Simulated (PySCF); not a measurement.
Computed shifts of a molecule CH5FOSi, B3LYP/pcSseg-1 (PySCF), GIAO, gas phase, equivalent atoms averaged, in ppm (number of nuclei): ¹³C: 2.5 (1). ²⁹Si: -7.3 (1). ¹⁹F: -157.4 (1). ¹H: 4.97 (1), 2.26 (1), 0.50 (3). References: ¹³C against TMS (σ = 181.3 ppm); ²⁹Si against TMS (σ = 338.7 ppm); ¹⁷O against H2O (σ = 333.8 ppm); ¹⁹F against CFCl3 (σ = 161.7 ppm); ¹H against TMS (σ = 31.68 ppm), references at their B3LYP-D3(BJ)/def2-TZVP geometries, non-relativistic. Coordinates come from a B3LYP-D3(BJ)/def2-SVP optimisation. The values are those of a single conformer.

Which structure fits?
A) OC[SiH2]F
B) CO[SiH2]F
C) O[SiH2]CF
D) C[Si@H](O)F

D, C[Si@H](O)F
